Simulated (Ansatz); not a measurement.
Level of theory: frozen-core CCSD(T)/aug-cc-pVTZ // PBE0-D4/def2-TZVPD (Ansatz, a program for electronic structure). The restricted HF reference is unstable towards unrestricted orbitals.

Ansatz 0.2 input:
```yaml
crystal:
  periodic: [false, false, false]
  atoms:
    - { symbol: C, position_ang: [-0.903665, -0.106202, 0.153866] }
    - { symbol: Si, position_ang: [0.759845, 0.089302, -0.12938] }
    - { symbol: H, position_ang: [-1.42717, 0.449695, 0.923128] }
    - { symbol: H, position_ang: [-1.510106, -0.794895, -0.422999] }
    - { symbol: H, position_ang: [1.596822, 1.025263, 0.65089] }
    - { symbol: H, position_ang: [1.484272, -0.663162, -1.175506] }
basis:
  gaussian: { orbitals: aug-cc-pVTZ }
correlation:
  method: ccsd_t
```

Output:

```
Functional definition: HF
1043 factors; integrals over basis functions are off by at most 7.7e-4 eV
mean field evaluation 1: about -8951.7069 eV, gradient 3.3e1 eV
mean field evaluation 2: about -8951.7121 eV, gradient 3.3e1 eV
mean field evaluation 4: about -8954.8838 eV, gradient 2.8e0 eV
mean field evaluation 8: about -8954.9339 eV, gradient 1.0e-3 eV
mean field evaluation 16: about -8954.9263 eV, gradient 2.6e-1 eV
mean field -8954.93393609 eV, -329.0877522792 hartree, gradient 9.7e-7 eV, S^2 0.000000; 0 other end points of the search recorded, 0 dependent functions left out; unrestricted orbitals would lower it
6 core orbitals not correlated
reference -8954.93393609 eV, -329.0877522792 hartree; 6, 6 occupied and 176, 176 virtual orbitals, 1043 factors
second order -8.18450877 eV of doubles, -0.00000000 eV of singles
cycle   1  -8.64026628 eV  change   -4.6e-1 eV  update   7.4e-2
cycle   2  -8.92381538 eV  change   -2.8e-1 eV  update   2.6e-2
cycle   3  -8.97867908 eV  change   -5.5e-2 eV  update   1.2e-2
cycle   4  -8.97583734 eV  change    2.8e-3 eV  update   3.8e-3
cycle   5  -8.97603238 eV  change   -2.0e-4 eV  update   1.4e-3
cycle   6  -8.97599436 eV  change    3.8e-5 eV  update   4.7e-4
cycle   7  -8.97604793 eV  change   -5.4e-5 eV  update   2.0e-4
cycle   8  -8.97610281 eV  change   -5.5e-5 eV  update   6.8e-5
cycle   9  -8.97608645 eV  change    1.6e-5 eV  update   1.9e-5
cycle  10  -8.97607863 eV  change    7.8e-6 eV  update   6.3e-6
perturbative correction -0.40789796 eV, -0.0149899735 hartree
Total energy: -8964.31791268 eV, -329.4326070582 hartree
```

Cost: about 19 core-seconds (a rough figure).
